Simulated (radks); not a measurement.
Polarisability of the tin ion Sn+, [Kr] 4d10 5s2 5p1, at imaginary frequency. All-electron calculation, scalar-relativistic Kohn-Sham, LDA (Slater exchange, VWN5 correlation), spin-polarised, spherical densities, finite nucleus; open shells are filled with parallel spins first (spin-orbit coupling, left out, can overturn this in heavy ions); Fermi nuclear charge, rms radius 4.6519 fm. Program: a radial shooting solver on a logarithmic mesh with Libxc functionals. Response by self-consistent Sternheimer equations with the Hartree and adiabatic LDA kernel, the relativistic mass of each level held fixed and spin-orbit coupling left out.

w (hartree)  alpha1(iw) (bohr^3)
0.00266                    25.98
0.0143                     25.94
0.0360                     25.69
0.0697                     24.91
0.118                      23.18
0.186                      20.15
0.280                      16.06
0.413                      11.69
0.605                      7.939
0.892                      5.159
1.35                       3.233
2.12                       1.886
3.59                      0.9326
6.94                      0.3373
17.5                     0.07407

Static values: alpha1 = 25.99 bohr^3 (3.851 angstrom^3; uncoupled 43.74). C6 = 198.9, triple-dipole C9 = 3595 atomic units. One-pole (London) frequency 4 C6 / (3 alpha1^2) = 0.393 hartree, against 0.397 for minus the highest occupied eigenvalue.
